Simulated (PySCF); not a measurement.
# What a mistake does to a calculation on Al2BCH6

All numbers below are calculated, not measured. They come from PySCF 2.14.0, an open-source quantum chemistry program, on an isolated molecule that a program drew, which may never have been made. The molecule is Al2BCH6 (charge 0, doublet), drawn as the SMILES string `C[BH][Al][AlH2]`.

Each row is a Hartree-Fock (HF) and frozen-core CCSD(T) single point in the cc-pV(D+d)Z basis, meant for a local HF minimum. Run 1 is clean. Each other run has one planted mistake out of seven kinds, and not every kind appears here: one electron removed, one electron added, multiplicity raised by two, geometry at a saddle point, minimal basis STO-3G, one bond length entered in bohr, all coordinates scaled. The reference is restricted for singlets and unrestricted otherwise, and also for a bond in bohr. Adding or removing an electron swaps singlet and doublet. Electrons count all cores. HOMO and LUMO are orbital energies over both spins, the gradient is its largest component, and the lowest frequency (negative if imaginary) is given only where the gradient is small. Bond lengths are over the 9 bonds as drawn. T1 is the CCSD diagnostic: over 0.02 (restricted) or 0.045 (unrestricted) a single reference is doubtful.

Geometry of the clean run:
```xyz
10
Al2BCH6, angstrom
C    -0.0657   -0.0510   -1.0804
B    -0.2493    1.2691   -0.2246
Al   -1.9016    1.7695    1.0329
Al   -2.6972    1.6640    3.4836
H    -0.8132   -0.8324   -0.9308
H    -0.0717    0.2241   -2.1439
H     0.9264   -0.4792   -0.8930
H     0.6146    2.1064   -0.3503
H    -2.4463    2.8753    4.4784
H    -3.5931    0.4590    3.9994
```

```
run  electrons  basis functions  <S^2>  HOMO (eV)  LUMO (eV)  gradient (hartree/bohr)  lowest frequency (cm^-1)  mean bond (Å)  longest bond (Å)      T1  HF (hartree)  CCSD(T) (hartree)                     mistake
  1         43              104  0.790      -6.90       0.36                  2.0e-06                        54         1.5522             2.579  0.0229    -549.82393         -550.23482                    no fault
  2         43              104  0.786      -6.89       0.37                  2.2e-02                         -         1.5103             2.509  0.0221    -549.81823         -550.22767      all coordinates scaled
  3         43              104  3.757      -6.13      -1.10                  2.1e-02                         -         1.5522             2.579  0.0503    -549.73269         -550.14094  multiplicity raised by two
  4         43               34  0.796      -2.39       7.64                  4.5e-02                         -         1.5522             2.579  0.0319    -543.16948         -543.36516        minimal basis STO-3G
  5         42              104  0.000     -14.10      -5.63                  3.2e-02                         -         1.5522             2.579  0.0139    -549.59488         -549.99149                           ?
```

**Which mistake was planted in run 5, and what did it cost?**

It counts 42 electrons, one fewer than the clean run, at the same geometry and basis. So the mistake is: one electron removed. Subtracting run 1 and multiplying by 627.51 kcal/mol a hartree, the energy moved by 143.7 kcal/mol in HF and 152.7 kcal/mol in CCSD(T).

Cautions from the logs. Run 3: T1 is over the limit, so its CCSD(T) energy is less reliable.
